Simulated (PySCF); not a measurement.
1-bromo-1-fluorocyclopropane (C₃H₄BrF), SMILES FC1(CC1)Br. Geometry: PBE-D3(BJ)/def2-SVP.

Computed equilibrium geometry at PBE-D3(BJ)/def2-SVP (PySCF confirms it by a frequency run) as Cartesian coordinates in Å, and its point group:
point group Cs.
```xyz
9

F     -1.5349    -1.0460     0.0000
C     -0.2097    -0.7489     0.0000
Br     0.0845     1.1698     0.0000
C      0.7093    -1.6391     0.7671
C      0.7093    -1.6391    -0.7671
H      1.5650    -1.1898     1.2924
H      0.2362    -2.4926     1.2782
H      1.5650    -1.1898    -1.2924
H      0.2362    -2.4926    -1.2782
```
